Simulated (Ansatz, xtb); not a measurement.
Two isomers of C3H11PSi

We compare a, `C[SiH2]P(C)C`, a singlet, with b, `CCC[SiH2]P`, a singlet. Both are isolated molecules in the gas phase, relaxed with B3LYP/def2-SVP, each in the lowest conformer that the search found.

Quicker runs give these differences E(b) − E(a): GFN2-xTB −11.5 kJ/mol; HF/STO-3G +44.8 kJ/mol (at GFN2-xTB geometries); r2SCAN-D4/def2-SVP +25.5 kJ/mol (at GFN2-xTB geometries).

**Question.** Estimate E(b) − E(a) at the level CCSD(T)/def2-SVP + ΔMP2/def2-TZVPP.

**Answer.** Calculated at CCSD(T)/def2-SVP + ΔMP2/def2-TZVPP: E(b) − E(a) = +27.5 kJ/mol, so structure a lies lower.

Level by level:

| level | geometry | E(b) − E(a) (kJ/mol) | departure from the last row (kJ/mol) | job, with rough time for the two |
| --- | --- | --- | --- | --- |
| GFN2-xTB | GFN2-xTB | −11.5 | −39.0 | optimisation, 0.16 s |
| HF/STO-3G | GFN2-xTB | +44.8 | +17.2 | single point, 0.24 s |
| r2SCAN-D4/def2-SVP | GFN2-xTB | +25.5 | −2.0 | single point, 2.7 s |
| B3LYP/def2-SVP | B3LYP/def2-SVP | +14.3 | −13.2 | optimisation, 28 s |
| HF/def2-SVP | B3LYP/def2-SVP | +9.4 | −18.1 | part of the CCSD(T) run |
| MP2/def2-SVP | B3LYP/def2-SVP | +11.4 | −16.1 | part of the CCSD(T) run |
| CCSD(T)/def2-SVP | B3LYP/def2-SVP | +5.7 | −21.8 | single point |
| CCSD(T)/def2-SVP + ΔMP2/def2-TZVPP | B3LYP/def2-SVP | +27.5 |  | single point, 28 s |

As drawn, b has 2 C–C, 2 P–H in place of 2 C–P, 2 C–H.

GFN2-xTB puts the two in the other order. The largest departure from CCSD(T)/def2-SVP + ΔMP2/def2-TZVPP is that of GFN2-xTB, 39.0 kJ/mol. The last row adds to CCSD(T) the change of the MP2 difference between the two basis sets, here +21.8 kJ/mol, a large step that makes the value less sure.

With thermal terms from frequencies at re-optimised GFN2-xTB minima (ideal gas, soft modes damped towards free rotors, one conformer each, 298.15 K, 1 atm): on the last row, ΔE + ΔZPE = +26.0, ΔH = +24.2, ΔG = +26.3 kJ/mol.

The correlated steps freeze 13 core orbitals. Codes used: Ansatz 0.2.0, xtb 6.7.1; the last row on 4 threads of Arm Neoverse V2 on a shared host.
